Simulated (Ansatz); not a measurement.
Problem. Predict a relaxed structure of `O=P(O)(O)c1ccc(-c2ccc(-c3ccccc3)cc2)cc1`, charge 0, singlet, at r2SCAN-D4/def2-SVP (Ansatz).

Solution. 
```csv
atom,x (Å),y (Å),z (Å)
O1,-5.291,-0.071,4.779
P2,-5.444,-0.347,3.326
O3,-6.096,-1.812,3.002
O4,-6.438,0.594,2.459
C5,-3.934,-0.236,2.367
C6,-2.752,0.132,3.026
C7,-1.553,0.212,2.320
C8,-1.505,-0.073,0.942
C9,-0.233,0.013,0.192
C10,0.050,-0.874,-0.865
C11,1.247,-0.793,-1.571
C12,2.215,0.180,-1.257
C13,3.484,0.269,-2.012
C14,4.683,0.642,-1.372
C15,5.879,0.726,-2.085
C16,5.906,0.441,-3.454
C17,4.724,0.070,-4.103
C18,3.528,-0.016,-3.390
C19,1.931,1.067,-0.201
C20,0.735,0.983,0.509
C21,-2.701,-0.443,0.293
C22,-3.902,-0.524,0.993
H23,-5.889,-2.425,3.723
H24,-7.334,0.596,2.832
H25,-2.788,0.346,4.099
H26,-0.633,0.473,2.849
H27,-0.664,-1.665,-1.110
H28,1.453,-1.522,-2.360
H29,4.679,0.840,-0.296
H30,6.800,1.009,-1.566
H31,6.844,0.509,-4.012
H32,4.732,-0.145,-5.175
H33,2.604,-0.279,-3.914
H34,2.644,1.858,0.044
H35,0.530,1.711,1.299
H36,-2.690,-0.643,-0.782
H37,-4.821,-0.806,0.472
```
 This is one stationary point.
